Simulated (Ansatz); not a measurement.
A nudged elastic band was laid between two geometries of CH5AlBN (9 atoms, charge 0, multiplicity 1).

All numbers below come from RKS PBE-D4/def2-SVP (Ansatz 0.2.0).

- movable images: 1
- climbing image: yes
- spring: 5.0 eV/Å²
- optimiser: quadratic models (default)
- start path: IDPP
- force threshold: 0.05 eV/Å
- iteration limit: 60
- end points: relaxed

First end point:

```xyz
9
Properties=species:S:1:pos:R:3
B -1.186 0.904 -1.349
Al 0.617 0.108 -0.554
C 0.693 -0.075 1.434
N 0.398 -1.226 0.923
H -2.265 0.337 -1.261
H -1.238 1.990 -1.907
H 2.015 -0.091 -1.317
H 0.804 0.090 2.529
H 0.251 -2.083 1.486
```

Last end point:

```xyz
9
Properties=species:S:1:pos:R:3
B -0.923 0.034 -0.775
Al 1.005 0.973 -0.708
C 0.824 -0.243 0.971
N -0.372 -0.592 0.584
H -1.921 0.717 -0.556
H -1.121 -0.853 -1.603
H 2.326 1.856 -1.001
H 1.205 -0.683 1.918
H -0.935 -1.256 1.153
```

Question: What changes between the two ends?

Answer: Bonds formed: B1–N4. The dihedral H5–B1–Al2–C3 goes from -65 to 108°.

Question: What energy profile does the band end with?

Answer: It converged. The highest image is number 1 of 0 to 2, 0.223 eV above the first end and 1.093 eV above the last; the last end lies 0.869 eV below the first. The dihedral H5–B1–Al2–C3 jumps by 108° between images 0 and 1, so the path isn't resolved there. Another band between the same ends (7 images) ends at a top of the same energy, where a vibrational analysis finds 1 clearly imaginary mode. So few images can step over the top or miss a turn of the path.

```
image  path coordinate (Å)  energy (eV)  B1–N4 (Å)  dihedral H5–B1–Al2–C3 (°)
    0                 0.00        0.000       3.49                        -65
    1                 2.68        0.223       2.63                         43
    2                 4.88       -0.869       1.59                        108
```

Question: What is the geometry of the highest image?

Answer: 
```xyz
9
Properties=species:S:1:pos:R:3
B -1.107 0.727 -1.104
Al 0.836 0.816 -0.355
C 0.656 -0.202 1.347
N 0.102 -0.991 0.485
H -2.067 0.897 -0.369
H -1.351 0.249 -2.202
H 2.332 0.939 -0.931
H 0.860 -0.516 2.396
H -0.171 -1.966 0.714
```

The band took 11 iterations and about 26 core-seconds.

Run time: 26 s on 1 thread of Arm Neoverse V2, with other jobs on the host, peak memory 0.12 GiB.
